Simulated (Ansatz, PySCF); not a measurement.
Reaction (SMILES): [SiH]Br + 2 [H][H] (H2) -> Br (HBr) + [SiH4] (SiH4)
Geometries: B3LYP-D3(BJ)/def2-TZVP minima from Ansatz (a quantum-chemistry and plane-wave program). Unstable Hartree-Fock reference: [SiH]Br.
Geometry of the first species:
```xyz
3

Si    -0.8792    -0.7820     1.0617
H     -1.8991    -1.2190     0.0169
Br     0.4059     0.3476    -0.4252
```

Quantity: energy of full hydrogenation (electronic energy difference), in eV. Correlated levels leave the core frozen unless marked. No spin-orbit coupling. Frozen are the shells of the preceding noble gas and the d and f shells that filled before the atom's block. No relativistic terms. CBS(X,Y): correlation extrapolated as X^-3; Hartree-Fock from the larger set.

```tsv
level	program	energy of full hydrogenation (eV)
HF/def2-SVP	Ansatz	-1.82
HF/def2-SVPD	Ansatz	-1.85
HF/def2-TZVPP	Ansatz	-1.69
HF/def2-TZVPPD	Ansatz	-1.69
HF-D4/def2-TZVPD	PySCF + dftd4	-1.67
PBE-D4/def2-TZVPD	Ansatz + dftd4	-1.35
BLYP-D3(BJ)/def2-TZVPD	Ansatz + dftd3	-1.20
```

Problem. Predict the CCSD(T)/CBS(def2-TZVPPD,def2-QZVPPD) result (Ansatz).

Solution. -1.46 eV
